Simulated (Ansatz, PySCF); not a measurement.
Potential energy curve for CaO, singlet.

RKS-PBE = restricted PBE/def2-SVP (Ansatz, a quantum-chemistry and plane-wave program); UKS-PBE = unrestricted PBE/def2-SVP (Ansatz); UKS-B3LYP = unrestricted B3LYP/def2-SVP (PySCF 2.14.0); UKS-PBE0 = unrestricted PBE0/def2-SVP (PySCF).

Energies relative to the lowest point of each curve near equilibrium, in kJ/mol; the last columns give the difference from UKS-PBE0:

```
R / Å  RKS-PBE  UKS-PBE  UKS-B3LYP  UKS-PBE0  RKS-PBE − UKS-PBE0  UKS-PBE − UKS-PBE0  UKS-B3LYP − UKS-PBE0
-----  -------  -------  ---------  --------  ------------------  ------------------  --------------------
1.44     321.8    321.8      325.5     309.0                12.8                12.8                  16.4
1.52     177.7    177.7      179.3     167.2                10.6                10.6                  12.1
1.63      60.3     60.3       60.0      53.0                 7.2                 7.2                   7.0
1.69      25.7     25.7       25.2      20.7                 5.0                 5.0                   4.5
1.76       4.7      4.7        4.3       2.7                 2.0                 2.0                   1.6
1.80       0.0      0.0        0.0       0.0                 0.0                 0.0                   0.0
1.88       2.9      2.9        4.1       7.2                -4.3                -4.3                  -3.2
1.93      11.2     11.2       13.2      18.3                -7.1                -7.1                  -5.1
2.00      28.8     28.8       31.7      39.3               -10.6               -10.6                  -7.6
2.10      62.3     62.1       62.1      70.2                -7.9                -8.1                  -8.1
2.25     122.4    120.1      103.3      98.7                23.7                21.4                   4.6
2.46     211.1    193.7      148.0     144.3                66.8                49.4                   3.7
2.71     308.2    254.9      209.9     207.1               101.1                47.7                   2.7
3.00     401.6    320.1      278.4     277.1               124.5                42.9                   1.2
3.22     457.7    363.3      323.4     324.2               133.5                39.2                  -0.8
3.64     536.8    427.4      382.7     386.4               150.3                41.0                  -3.7
3.94     576.5    457.4      408.2     412.5               164.0                44.9                  -4.3
4.41     619.2    486.4      432.6     437.0               182.1                49.4                  -4.5
4.86     644.6    502.2      445.8     450.1               194.5                52.1                  -4.2
5.47     664.1    513.8      455.8     459.5               204.6                54.3                  -3.7
6.35     676.5    521.3      462.1     465.2               211.3                56.1                  -3.1
7.27     682.0    524.5      464.9     467.5               214.5                56.9                  -2.6
```

RKS-PBE is furthest from UKS-PBE0 at 7.27 (214.5 kJ/mol, above); its mean absolute difference over the points is 83.6 kJ/mol.

UKS-PBE is furthest from UKS-PBE0 at 7.27 (56.9 kJ/mol, above); its mean absolute difference over the points is 28.3 kJ/mol.

UKS-B3LYP is furthest from UKS-PBE0 at 1.44 (16.4 kJ/mol, above); its mean absolute difference over the points is 4.8 kJ/mol.

The restricted form behind RKS-PBE keeps the bonding electrons paired and can't separate into open-shell fragments. The unrestricted determinant behind UKS-PBE is spin-contaminated at 2.10 to 7.27 Å (<S²> up to 1.0, against 0.00 for a pure singlet). The unrestricted solution behind UKS-B3LYP, UKS-PBE0 changes between 2.10 and 2.25 Å, which can leave a kink. The unrestricted determinant behind UKS-B3LYP, UKS-PBE0 is spin-contaminated at 2.00 to 7.27 Å (<S²> up to 1.0, against 0.00 for a pure singlet). At the longest distance UKS-B3LYP leaves fractional charges on the fragments, a sign of delocalisation error or of the restricted form.
